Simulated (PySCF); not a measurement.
BrCdHSe, SMILES [SeH][Cd][Br]. Atoms are numbered in the order given.

```xyz
4

Cd    -0.0090     0.0087     0.0000
Br     0.0065     2.4280     0.0000
Se    -0.0362    -2.4389     0.0000
H      1.4369    -2.4716     0.0000
```
Charge 0, spin multiplicity 1.

The structure is a stationary point at r2SCAN-D4/def2-SVP. The def2 effective core potentials stand for the cores of Cd; spin–orbit coupling is left out. Other conformers were not sampled.

The numbers are results of PBE0/def2-TZVPD in PySCF, not measurements.

Mulliken values depend strongly on the basis, most of all with diffuse functions as here. ESP charges are fitted to the potential on shells at 1.4 to 2.0 van der Waals radii. Atomic charges (e):

| atom | ESP fit | Mulliken |
|---|---|---|
| Cd1 | 0.54 | 0.66 |
| Br2 | -0.33 | -0.37 |
| Se3 | -0.31 | -0.46 |
| H4 | 0.10 | 0.17 |
